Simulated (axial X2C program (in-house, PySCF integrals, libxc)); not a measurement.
**Density and ELF of TiSn**

Calculated with an in-house all-electron X2C program for linear molecules (integrals from PySCF). Two-component (2c) means X2C with spin–orbit coupling and atomic mean-field two-electron Coulomb and Gaunt terms. Basis: Sn dyall-cv3z [11s12p9d4f1g], Ti dyall-cv3z [10s10p6d4f2g] (cores contracted in-house); Gaussian nuclei, density fitting, unrestricted open shells. Masses: Sn 119.902 u, Ti 47.948 u.

PBE0, with spin–orbit coupling, state Ω = 4 (⟨Sz⟩ = 1.99, ⟨Lz⟩ = 2.01 at PBE0); Sn at z = 0, Ti at z = 2.683 Å.

The maps cover the half plane through the axis: z from -2.4 to 4.8 Å along the bond, ρ from 0.15 to 2.25 Å away from it (steps of 0.3 Å, the bottom row nearest the axis).

log10 of the density in e/bohr³:

digits 0 to 9 span -3.95 to 1.82 evenly
```
0001111222222222221111000
0011222222222222222211110
0112223333333333332222111
1122333333333333333322211
1223334444443333444332221
1223345555544444555433221
1233445777544445666543322
1233456797654456797653322
```

Electron localisation function (collinear form, no current term, damped to 0 at low density):

digits 0 to 9 span 0.00 to 1.00 evenly
```
0001234443334444444432100
0023455555555555554432210
0245666665566654443322221
1467776544566642222111222
3677764322356521232000234
4788642333235411575100245
5787533777324425787522356
6787526373624448283863467
```

Axial spin density in 10⁻³ e/bohr³:

digits 0 to 9 span -9.80 to 9.80 evenly, values beyond are clipped
```
5555555555555555555555544
5555555666666666665555544
5555556777776667776555444
5555567899987778998655444
4455568999998899999755444
4445568877888999999965444
4444456374567999999996544
4444445197446999999998544
```

Occupations by symmetry block were frozen at the best pattern of an incomplete PBE0 search. Density functionals use the spin component along the axis (collinear). PBE0 can misorder states that lie within some tenths of an eV, so this need not be the ground state of the molecule. The nearest other 2c determinant of the search, Ω = 2, lies 0.19 eV up at the distance of the search. The functionals have no current-density term, which raises determinants with orbital currents, atoms included. With several unpaired electrons one determinant need not be a pure state. Open-shell Ω = 0 determinants with evenly filled partner blocks cannot be reached by this program, so the Ω shown need not be the lowest component.
